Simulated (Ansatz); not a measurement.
`[BH2][AlH][SiH3]` + `[CH3][SnH2][CH3]` → `[CH3][SnH]([CH3])[SiH3]` + `[BH2][AlH2]`  (formal exchange of groups at the Si–Al bond)

Computed with Ansatz on PBE0-D4/def2-TZVP structures; ΔE is electronic, products minus reactants. CCSD(T)/CBS is the MP2 limit (def2-TZVPP, def2-QZVPP) plus CCSD(T) − MP2 in def2-TZVPP, frozen cores. This one scheme is used for every species. DFT in def2-TZVPP. def2 core potentials past Kr. For Sn outer-core shells are correlated without core-valence functions, which leaves a few kJ/mol of doubt a bond.

```json
{"level": "r2SCAN", "ΔE (kcal/mol)": "-2.9"}
{"level": "CCSD(T)/def2-TZVPP", "ΔE (kcal/mol)": "-3.6"}
```

What does CCSD(T)/CBS give? (An estimate is asked.)

Computed: -4.8 kcal/mol. The listed levels differ from it by 1.9, 1.2 kcal/mol.

Largest T1 diagnostic among the species: 0.013.

The D4 term adds −1.0 kcal/mol with B3LYP and −0.6 kcal/mol with PBE0; it sums over pairs of atoms, weighted by their polarisabilities, and B3LYP, whose exchange is more repulsive, gets the larger term.

B3LYP here is the variant with VWN-RPA as its local correlation; programs differ in this.
